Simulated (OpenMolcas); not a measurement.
# Co7+: Racah parameters, worked from levels

```json
{
 "Program": "OpenMolcas",
 "Basis": "ANO-L-VTZP [6s5p3d2f1g]",
 "Scalar Hamiltonian": "non-relativistic, point nucleus",
 "Active space": "2 electrons in 5 orbitals (3d)",
 "State averaging": "2S+1 = 3 even, 10 roots; 2S+1 = 1 even, 15 roots",
 "Spin-orbit coupling": "RASSI with atomic mean-field integrals over the reference wave functions, term energies averaged over their components"
}
```

Methods: CASSCF; SS-CASPT2, IPEA 0.25 Eh, imaginary shift 0.1 Eh (closed shells correlated: 3s 3p). Measured levels: Sugar and Corliss, J. Phys. Chem. Ref. Data 10, 1097 (1981).

**Racah parameters.** Above ³F, d2 has ³P at 15B, ¹G at 12B + 2C and ¹D at 5B + 2C. The first two fix B and C, and the third tests them; where it misses by thousands of cm-1, two parameters do not describe the configuration (Trees and configuration-interaction terms are left out) and B and C hang on the terms chosen. Term energies are centres of gravity, weighted by 2J + 1.

```
   Source     ³P     ¹G     B     C   C/B  ¹D from B, C  ¹D found
   CASSCF  26369  34176  1758  6540  3.72         21870     21756
SS-CASPT2  22770  31903  1518  6844  4.51         21278     18219
 measured  21631  30536  1442  6616  4.59         20442     17800
```

Energies in cm-1. From CASSCF to SS-CASPT2, B changes by -13.7 % and C by +4.6 %. Against the measured terms, SS-CASPT2 has B off by +5.3 % and C by +3.4 %.

CASPT2 breaks the degeneracy within a term, and the mean is taken; among the terms shown or strongly mixed into the levels shown the widest spread is 1000 cm-1 (3d² ¹G, SS-CASPT2). Without dynamic correlation excited terms often stand tens of per cent too high (terms of higher spin than the ground term too low), and those without a measured partner can miss by more than the paired ones (holds for CASSCF). Measured partners are found by configuration, term and J. A level has none where our copy of the source lacks it or the pairing is in doubt (some pairs that miss far off the trend of their configuration count as doubtful), and it then counts in no deviation. Only configurations of the active space appear.
